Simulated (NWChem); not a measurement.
## One site exchanged: Al, B, Ga, In

Each species was optimised at PBE0/def2-SVP with NWChem, gas phase unless a solvent is named. Some are not confirmed as minima by frequencies. def2 effective core potentials on In; no spin-orbit coupling.

A: [AlH2][AsH2] (AlAsH4)
B: B[AsH2] (BAsH4)
C: [GaH2][AsH2] (GaAsH$_{4}$)
D: [AsH2][InH2] (InAsH₄)

```
quantity                                                  A (Al)  B (B)  C (Ga)  D (In)
--------------------------------------------------------  ------  -----  ------  ------
Pauling electronegativity of the site (pymatgen's table)    1.61   2.04    1.81    1.78
electrons in the molecule                                     50     42      68      86
dipole (D), PBE0/def2-SVP                                   0.59   0.57    0.55    0.61
orbital gap (eV), PBE0/def2-SVP                             5.42   5.47    5.36    5.10
vertical ionisation energy, ΔSCF, PBE/def2-SVP (eV)         9.18   9.69    9.15    8.83
static polarisability, CAM-B3LYP/def2-SVPD (bohr³)          66.0   49.9    67.4    77.4
lowest singlet excitation, CAM-B3LYP/def2-SVPD, TDA (eV)    4.43   4.57    4.28    4.04
```

“Orbital gap (eV), PBE0/def2-SVP” runs from 5.10 in D (In) to 5.47 in B (B), falling in step with the number of electrons. “Vertical ionisation energy, ΔSCF, PBE/def2-SVP (eV)” runs from 8.83 in D (In) to 9.69 in B (B), falling in step with the number of electrons. “Static polarisability, CAM-B3LYP/def2-SVPD (bohr³)” runs from 49.9 in B (B) to 77.4 in D (In), rising in step with the number of electrons. “Lowest singlet excitation, CAM-B3LYP/def2-SVPD, TDA (eV)” runs from 4.04 in D (In) to 4.57 in B (B), falling in step with the number of electrons. The order by orbital gap (eV) is the same as the order by lowest singlet excitation. The order by vertical ionisation energy is the reverse of the order by static polarisability.

These are trends among computed rows of three or four species; they are not measurements.
